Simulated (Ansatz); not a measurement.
A search over several starts for the lowest SCF solution of CrN₂Cl₂H₂⁻, that is Cr(NH)2Cl2 with one electron more at the given spin, in a small basis.

```yaml
crystal:
  periodic: [false, false, false]
  atoms:
    - {symbol: Cr, position_ang: [-0.387786, 0.006316, -0.271916]}
    - {symbol: N, position_ang: [-0.365062, -0.003790, 1.300905]}
    - {symbol: H, position_ang: [0.170063, -0.017327, 2.173088]}
    - {symbol: N, position_ang: [1.098707, -0.008326, -0.786172]}
    - {symbol: H, position_ang: [2.101059, -0.023701, -0.580522]}
    - {symbol: Cl, position_ang: [-1.283458, 1.849814, -0.904914]}
    - {symbol: Cl, position_ang: [-1.333522, -1.802997, -0.930479]}
basis:
  gaussian: {orbitals: def2-SVP}
total_charge: -1
magnetization: {spin_polarized: true, initial_magnetization: 1}
hamiltonian: {xc: pbe0, dispersion: d4}
output: {orbitals: {seedname: orbitals}}
```

```sh
$ ansatz run in.yaml --threads 4 --pin off --events-out ev --progress --plain --max-ram 3916MiB
```

Output, abridged:

```
Functional definition: PBE0
1065 factors; integrals over basis functions are off by at most 1.1e-3 eV
mean field evaluation 1: about -56439.3432 eV, gradient 5.4e1 eV
mean field evaluation 2: about -56203.7806 eV, gradient 2.4e2 eV
mean field evaluation 4: about -56448.9881 eV, gradient 1.6e1 eV
mean field evaluation 8: about -56450.3019 eV, gradient 1.2e0 eV
mean field evaluation 16: about -56450.3392 eV, gradient 5.2e-2 eV
mean field evaluation 32: about -56450.3393 eV, gradient 1.4e-4 eV
mean field -56450.33928056 eV, -2074.5117051463 hartree, gradient 1.3e-5 eV, S^2 0.792680; 4 other end points of the search recorded, 0 dependent functions left out
reference -56450.33934434 eV, -2074.5117074901 hartree; 38, 37 occupied and 67, 68 virtual orbitals, 1065 factors
Total energy: -56450.58231367 eV, -2074.5206364483 hartree
```

Run time 6.5 s (4 threads of Arm Neoverse V1 on a shared host).
